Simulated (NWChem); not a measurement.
Program: NWChem. System: BrClSn, charge 0, spin multiplicity 1, at a geometry optimised with PBE/def2-SVP with def2 effective core potentials on Sn. The structure started from a generated list of species. Level: PBE0/def2-TZVP with def2 effective core potentials on Sn.

The NWChem input:

```
start mol
memory heap 200 mb stack 900 mb global 1100 mb
geometry units angstroms nocenter noautoz
  Sn    -0.822181     0.360604     0.000000
  Cl     0.703604     2.228743     0.000000
  Br     0.832794    -1.597681     0.000000
  symmetry group Cs
end
basis spherical
  * library def2-tzvp
end
ecp
  Sn library def2-ecp
end
dft
  xc pbe0
  semidirect memsize 60000000 filesize 0
  iterations 100
end
task dft energy
```

Part of the output:

```
             Northwest Computational Chemistry Package (NWChem) 7.3.0
             --------------------------------------------------------

                                NWChem Input Module
                                -------------------

 Scaling coordinates for geometry "geometry" by  1.889725989
 (inverse scale =  0.529177249)

 Turning off AUTOSYM since
 SYMMETRY directive was detected!

                             Geometry "geometry" -> ""
                             -------------------------

 Output coordinates in angstroms (scale by  1.889725989 to convert to a.u.)

  No.       Tag          Charge          X              Y              Z
 ---- ---------------- ---------- -------------- -------------- --------------
    1 Sn                  50.0000    -0.82218100     0.36060400     0.00000000
    2 Cl                  17.0000     0.70360400     2.22874300     0.00000000
    3 Br                  35.0000     0.83279400    -1.59768100     0.00000000

 Effective nuclear repulsion energy (a.u.)     629.9054102945

            Nuclear Dipole moment (a.u.)
            ----------------------------
        X                 Y               Z
 ---------------- ---------------- ----------------
     0.0000151178    -0.0000075589     0.0000000000

      Symmetry information
      --------------------

 Group name             Cs
 Group number              2
 Group order               2
 No. of unique centers     3

      Symmetry unique atoms

     1    2    3


 Summary of "ao basis" -> "" (spherical)
 ------------------------------------------------------------------------------
       Tag                 Description            Shells   Functions and Types
 ---------------- ------------------------------  ------  ---------------------
 *                         def2-tzvp                  on all atoms

                                 NWChem DFT Module
                                 -----------------

 Summary of "ao basis" -> "ao basis" (spherical)
 ------------------------------------------------------------------------------
       Tag                 Description            Shells   Functions and Types
[...]
              MO Center=  4.7D-03, -5.5D-02, -3.4D-15, r^2= 5.1D+00
   Bfn.  Coefficient  Atom+Function         Bfn.  Coefficient  Atom+Function
  ----- ------------  ---------------      ----- ------------  ---------------
     5      0.364476  1 Sn s                103      0.358990  3 Br px
     6      0.345674  1 Sn s                  2      0.275224  1 Sn s
    65      0.252110  2 Cl px                97     -0.242642  3 Br px
     3     -0.230521  1 Sn s                106      0.226652  3 Br px
   100      0.218172  3 Br px                68      0.183097  2 Cl px

 Vector   38  Occ=0.000000D+00  E=-1.209327D-01  Symmetry=a"
              MO Center= -7.2D-01,  3.3D-01, -3.9D-14, r^2= 3.9D+00
   Bfn.  Coefficient  Atom+Function         Bfn.  Coefficient  Atom+Function
  ----- ------------  ---------------      ----- ------------  ---------------
    18      0.555870  1 Sn pz                12     -0.353762  1 Sn pz
    15      0.326085  1 Sn pz                21      0.299391  1 Sn pz
    70     -0.163423  2 Cl pz               108     -0.162276  3 Br pz
   105     -0.140581  3 Br pz                67     -0.139287  2 Cl pz
    99      0.102456  3 Br pz               102     -0.100387  3 Br pz

 Vector   39  Occ=0.000000D+00  E=-4.221530D-02  Symmetry=a'
              MO Center= -6.3D-01,  1.6D-01,  8.1D-17, r^2= 5.7D+00
   Bfn.  Coefficient  Atom+Function         Bfn.  Coefficient  Atom+Function
  ----- ------------  ---------------      ----- ------------  ---------------
    19      0.426310  1 Sn px                 5      0.365852  1 Sn s
    16      0.357639  1 Sn px                93     -0.330171  3 Br s
    20     -0.310536  1 Sn py                17     -0.267060  1 Sn py
   107     -0.266028  3 Br py                10     -0.231622  1 Sn px
    13      0.227308  1 Sn px                 2      0.176895  1 Sn s

 Vector   40  Occ=0.000000D+00  E=-3.734495D-02  Symmetry=a'
              MO Center= -8.0D-01,  4.1D-01, -5.3D-15, r^2= 5.2D+00
   Bfn.  Coefficient  Atom+Function         Bfn.  Coefficient  Atom+Function
  ----- ------------  ---------------      ----- ------------  ---------------
    20      0.472218  1 Sn py                17      0.355158  1 Sn py
    55     -0.316162  2 Cl s                 19      0.310378  1 Sn px
     5      0.270233  1 Sn s                 16      0.243874  1 Sn px
    11     -0.241568  1 Sn py                14      0.240959  1 Sn py
    69      0.185690  2 Cl py                68      0.180384  2 Cl px

 center of mass
 --------------
 x =  -0.04690818 y =  -0.05868080 z =   0.00000000

 moments of inertia (a.u.)
 ------------------
        1402.718181768992         309.363837517270           0.000000000000
         309.363837517270         543.849515253495           0.000000000000
           0.000000000000           0.000000000000        1946.567697022487

     Multipole analysis of the density
     ---------------------------------

     L   x y z        total         alpha         beta         nuclear
     -   - - -        -----         -----         ----         -------
     0   0 0 0     -0.000000    -37.000000    -37.000000     74.000000

     1   1 0 0     -1.333942    -22.418734    -22.418734     43.503526
     1   0 1 0     -0.038125      9.521140      9.521140    -19.080405
     1   0 0 1     -0.000000     -0.000000     -0.000000      0.000000

     2   2 0 0    -40.303763   -105.074818   -105.074818    169.845874
     2   1 1 0     -1.152271     46.620616     46.620616    -94.393502
     2   1 0 1      0.000000      0.000000      0.000000      0.000000
     2   0 2 0    -46.294119   -338.552846   -338.552846    630.811572
     2   0 1 1     -0.000000     -0.000000     -0.000000      0.000000
     2   0 0 2    -38.965497    -19.482748    -19.482748      0.000000

 Task  times  cpu:        8.0s     wall:        8.0s

 Total times  cpu:        8.0s     wall:        8.0s
```
